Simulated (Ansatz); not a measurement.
Geometry optimisation, Ansatz, RKS PBE/def2-mTZVP.

Input:

```yaml
crystal:
  periodic: [false, false, false]
  atoms:
    - { symbol: O, position_ang: [2.0583, 0.6942, -1.0471] }
    - { symbol: C, position_ang: [1.0276, 0.0462, -0.4686] }
    - { symbol: "N", position_ang: [-0.1002, 0.6645, -0.2853] }
    - { symbol: Si, position_ang: [-1.2185, -0.2903, 0.4965] }
    - { symbol: Cl, position_ang: [-0.7809, -0.6851, 2.4257] }
    - { symbol: H, position_ang: [1.6672, 1.6507, -1.2222] }
    - { symbol: H, position_ang: [1.3603, -0.9839, -0.2278] }
    - { symbol: H, position_ang: [-0.70663, 1.49837, -0.42138] }
    - { symbol: H, position_ang: [-1.3808, -1.5845, -0.1621] }
basis:
  gaussian: { orbitals: def2-mTZVP }
hamiltonian:
  xc: pbe
relax:
  f_tol: 0.02
  max_steps: 50
output:
  orbitals: {}
```

Command:

```bash
$ ansatz run input.yaml --threads 2 --pin off --max-ram 3072MiB --backend cpu --events-out ev --progress --plain --runs-dir out
```

Problem. Where does it end, and by what steps?

Solution. It converged. After 15 steps the energy has fallen by 2.922 eV; H8 moved furthest, 0.74 Å.

```json
{"step": "0", "energy less start (eV)": "0.0000", "largest force component (eV/Å)": "7.155", "accepted": "yes"}
{"step": "1", "energy less start (eV)": "-1.6105", "largest force component (eV/Å)": "3.982", "accepted": "yes"}
{"step": "2", "energy less start (eV)": "-2.5026", "largest force component (eV/Å)": "1.382", "accepted": "yes"}
{"step": "3", "energy less start (eV)": "-2.7842", "largest force component (eV/Å)": "0.483", "accepted": "yes"}
{"step": "4", "energy less start (eV)": "-2.8493", "largest force component (eV/Å)": "0.461", "accepted": "yes"}
{"step": "5", "energy less start (eV)": "-2.8713", "largest force component (eV/Å)": "0.129", "accepted": "yes"}
{"step": "6", "energy less start (eV)": "-2.8843", "largest force component (eV/Å)": "0.105", "accepted": "yes"}
{"step": "7", "energy less start (eV)": "-2.9016", "largest force component (eV/Å)": "0.265", "accepted": "yes"}
{"step": "8", "energy less start (eV)": "-2.9084", "largest force component (eV/Å)": "0.346", "accepted": "yes"}
{"step": "9", "energy less start (eV)": "-2.9156", "largest force component (eV/Å)": "0.292", "accepted": "yes"}
{"step": "10", "energy less start (eV)": "-2.9151", "largest force component (eV/Å)": "0.379", "accepted": "no"}
{"step": "11", "energy less start (eV)": "-2.9201", "largest force component (eV/Å)": "0.138", "accepted": "yes"}
{"step": "12", "energy less start (eV)": "-2.9207", "largest force component (eV/Å)": "0.095", "accepted": "yes"}
{"step": "13", "energy less start (eV)": "-2.9217", "largest force component (eV/Å)": "0.025", "accepted": "yes"}
{"step": "14", "energy less start (eV)": "-2.9217", "largest force component (eV/Å)": "0.043", "accepted": "no"}
{"step": "15", "energy less start (eV)": "-2.9218", "largest force component (eV/Å)": "0.004", "accepted": "yes"}
```

```xyz
9
Properties=species:S:1:pos:R:3
O 1.940 0.789 -1.336
C 1.026 0.085 -0.650
N -0.020 0.531 -0.033
Si -1.634 -0.498 0.402
Cl -1.368 -0.413 2.561
H 1.730 1.747 -1.327
H 1.209 -0.991 -0.682
H -0.125 1.550 0.027
H -0.832 -1.789 0.126
```

The run took 22 s on 2 threads of Intel(R) Xeon(R) 6975P-C (Granite Rapids) (shared host), peak memory 0.24 GiB.
